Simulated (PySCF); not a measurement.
Ga(Me)(Et)(Vi), SMILES [CH2]([Ga]([CH]=C)[CH3])C (C5H11Ga), GFN2-xTB optimised geometry.

```
17

Ga    -0.88     0.05     0.00
C     -1.87    -1.74     0.03
H     -1.26    -2.53     0.49
H     -2.13    -2.07    -0.98
H     -2.81    -1.67     0.60
C     -1.87     1.87     0.00
C     -1.76     2.57     1.36
H     -2.93     1.71    -0.24
H     -1.47     2.53    -0.78
H     -0.71     2.73     1.63
H     -2.21     1.96     2.14
H     -2.26     3.54     1.35
C      1.16     0.05     0.00
C      1.84     1.18    -0.11
H      1.72    -0.88     0.08
H      2.93     1.23    -0.12
H      1.34     2.14    -0.20
```

Density from PySCF 2.14.0 with PBE0/def2-SVP at that geometry.

Minimum of the electron density along straight lines between bonded atoms, close to the bond critical point (lines longer than 1.1 times the sum of covalent radii, or with two minima, are not listed):

```json
[
 {"bond": "Ga1–C2", "length / Å": "2.051", "ρ at the minimum / e bohr⁻³": "0.100", "∇²ρ there / e bohr⁻⁵": "0.12", "position (fraction from the first atom)": "0.47"},
 {"bond": "C2–H3", "length / Å": "1.094", "ρ at the minimum / e bohr⁻³": "0.267", "∇²ρ there / e bohr⁻⁵": "-0.94", "position (fraction from the first atom)": "0.62"},
 {"bond": "C2–H4", "length / Å": "1.094", "ρ at the minimum / e bohr⁻³": "0.266", "∇²ρ there / e bohr⁻⁵": "-0.92", "position (fraction from the first atom)": "0.62"},
 {"bond": "C2–H5", "length / Å": "1.094", "ρ at the minimum / e bohr⁻³": "0.267", "∇²ρ there / e bohr⁻⁵": "-0.94", "position (fraction from the first atom)": "0.62"},
 {"bond": "Ga1–C6", "length / Å": "2.066", "ρ at the minimum / e bohr⁻³": "0.100", "∇²ρ there / e bohr⁻⁵": "0.11", "position (fraction from the first atom)": "0.47"},
 {"bond": "C6–C7", "length / Å": "1.535", "ρ at the minimum / e bohr⁻³": "…", "∇²ρ there / e bohr⁻⁵": "…", "position (fraction from the first atom)": "0.50"},
 {"bond": "C6–H8", "length / Å": "1.098", "ρ at the minimum / e bohr⁻³": "0.268", "∇²ρ there / e bohr⁻⁵": "-0.93", "position (fraction from the first atom)": "0.62"},
 {"bond": "C6–H9", "length / Å": "1.097", "ρ at the minimum / e bohr⁻³": "0.268", "∇²ρ there / e bohr⁻⁵": "-0.93", "position (fraction from the first atom)": "0.62"},
 {"bond": "C7–H10", "length / Å": "1.091", "ρ at the minimum / e bohr⁻³": "0.275", "∇²ρ there / e bohr⁻⁵": "-1.00", "position (fraction from the first atom)": "0.62"},
 {"bond": "C7–H11", "length / Å": "1.092", "ρ at the minimum / e bohr⁻³": "0.274", "∇²ρ there / e bohr⁻⁵": "-0.99", "position (fraction from the first atom)": "0.62"},
 {"bond": "C7–H12", "length / Å": "1.091", "ρ at the minimum / e bohr⁻³": "0.274", "∇²ρ there / e bohr⁻⁵": "-0.99", "position (fraction from the first atom)": "0.62"},
 {"bond": "Ga1–C13", "length / Å": "2.037", "ρ at the minimum / e bohr⁻³": "0.102", "∇²ρ there / e bohr⁻⁵": "0.14", "position (fraction from the first atom)": "0.47"},
 {"bond": "C13–C14", "length / Å": "1.329", "ρ at the minimum / e bohr⁻³": "…", "∇²ρ there / e bohr⁻⁵": "-0.91", "position (fraction from the first atom)": "0.49"},
 {"bond": "C13–H15", "length / Å": "1.091", "ρ at the minimum / e bohr⁻³": "0.273", "∇²ρ there / e bohr⁻⁵": "-1.00", "position (fraction from the first atom)": "0.63"},
 {"bond": "C14–H16", "length / Å": "1.084", "ρ at the minimum / e bohr⁻³": "0.280", "∇²ρ there / e bohr⁻⁵": "-1.06", "position (fraction from the first atom)": "0.63"},
 {"bond": "C14–H17", "length / Å": "1.084", "ρ at the minimum / e bohr⁻³": "0.281", "∇²ρ there / e bohr⁻⁵": "-1.06", "position (fraction from the first atom)": "0.63"}
]
```

Fill in the missing entries.


- C6–C7, ρ at the minimum / e bohr⁻³: 0.234
- C6–C7, ∇²ρ there / e bohr⁻⁵: -0.51
- C13–C14, ρ at the minimum / e bohr⁻³: 0.341
